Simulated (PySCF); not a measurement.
A calculated (UHF, PySCF 2.14, cc-pVDZ, no relativity, point nucleus) atom or ion has these occupied shells.

```tsv
shell	electrons	orbital energy (eV)	rms radius, mean of both spins (bohr)
1s α	1	-5003.4	0.0812
1s β	1	-5003.4	0.0812
2s α	1	-599.38	0.353
2s β	1	-598.39	0.353
2p α	3	-500.67	0.321
2p β	3	-499.66	0.321
3s α	1	-95.649	1.09
3s β	1	-92.047	1.09
3p α	3	-66.898	1.18
3p β	3	-62.450	1.18
3d α	2	-28.095	1.55
```

Task: Name the element and its charge.

Result: Ti²⁺ (titanium, charge +2), in [Ar] 3d2, high-spin 3F determinant.
